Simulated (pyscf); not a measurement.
Optimised with ωB97X-D3(BJ)/def2-SVP in PySCF.

SMILES: O[SiH](Cl)O[SiH3]
```xyz
10

O     -1.5238    -1.2845    -0.9008
Si    -0.4093    -0.1315    -0.5439
Cl    -1.2513     1.3324     0.6565
O      0.1255     0.6513    -1.8838
Si     0.2170     2.2272    -2.4331
H     -2.3234    -1.0259    -1.3709
H      0.6832    -0.7989     0.1774
H     -1.1533     2.7807    -2.6196
H      0.9687     3.0682    -1.4619
H      0.9276     2.2025    -3.7380
```
Charge 0, spin multiplicity 1.

**Question.** What is the homolytic dissociation enthalpy (298 K, ωB97M-D3(BJ)/def2-TZVP) of the O–Si bond of `[OH][SiH]([Cl])[O][SiH3]`, to HO–SiH•–Cl + •O–SiH₃?

**Answer.** O–Si to HO–SiH•–Cl + •O–SiH₃: 571.2 kJ/mol. The 7 functionals that were run give +523.6 (PBE) to +577.2 kJ/mol (M06-2X). •O–SiH₃ lies 104.0 kJ/mol over its isomer HO–SiH₂•, and others may lie lower still (electronic energy, ωB97M-D3(BJ)). Other isomers of HO–SiH•–Cl were not searched in full and may lie lower.
